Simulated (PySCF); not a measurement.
Electron correlation in Ne⁺ (neon, charge +1)

[He] 2s2 2p5, 2P determinant. Calculation: PySCF 2.14, in jorge-DZP-DKH (4s2p1d, 15 functions); scalar relativity by spin-free X2C-1e. Frozen: 1s2; 7 electrons correlated.

MP2 pair energies summed by pair of shells (mhartree):

```csv
pair,energy,share (%)
2p-2p,-74.74,62.6
2s-2p,-37.19,31.1
2s-2s,-7.53,6.3
```

Total MP2 correlation energy: -119.47 mhartree.

Same-spin part -29.53 and opposite-spin part -89.93 mhartree; SCS-MP2 scales them by 1/3 and 6/5 to -117.76 mhartree.

| level | correlation energy (mhartree) |
| --- | --- |
| CCSD | -129.45 |
| (T) | -1.33 |
| CCSD(T) | -130.78 |

Diagnostics: T1 = 0.0045, D1 = 0.0075, largest double amplitude 0.034.

Question: Is a single reference adequate?

Answer: Yes: T1 lies below 0.03 and no double amplitude reaches 0.07.
